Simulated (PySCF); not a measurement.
PySCF 2.14 output of an unrestricted M06 calculation on a single atom or ion in aug-cc-pwCVTZ-X2C with one added diffuse shell each of s, p, d, f type (12s11p9d5f, 125 functions), with scalar relativity by spin-free X2C-1e:

```
SCF conv_tol = 1e-09
number electrons alpha = 28  beta = 28
    Y. Zhao and D. G. Truhlar.,  Theor. Chem. Acc. 120, 215 (2008)
    Y. Zhao and D. G. Truhlar.,  Theor. Chem. Acc. 120, 215 (2008)
cycle= 1 E= -8134.89890824533  delta_E= -0.00936  |g|= 0.0344  |ddm|= 1.18
cycle= 2 E= -8134.89918339494  delta_E= -0.000275  |g|= 0.0247  |ddm|= 0.375
cycle= 3 E= -8134.89932233003  delta_E= -0.000139  |g|= 0.000786  |ddm|= 0.336
cycle= 4 E= -8134.89932274124  delta_E= -4.11e-07  |g|= 0.00017  |ddm|= 0.0204
cycle= 5 E= -8134.89932276382  delta_E= -2.26e-08  |g|= 2.91e-05  |ddm|= 0.0118
cycle= 6 E= -8134.89932276424  delta_E= -4.25e-10  |g|= 3.04e-06  |ddm|= 0.00145
converged SCF energy = -8134.89932276424  <S^2> = -3.907985e-14  2S+1 = 1
```

The run itself started from symmetry-adapted Hartree-Fock orbitals and held the occupation by maximum overlap, on a logarithmic radial grid, so the iterations belong to that start.

Task: Which element, charge and spin multiplicity is this?

Result: Ba (barium, neutral), multiplicity 1; the state was [Xe] 6s2, closed-shell 1S.

Spin-orbit coupling, which splits the p, d and f shells strongly at this Z, is absent.
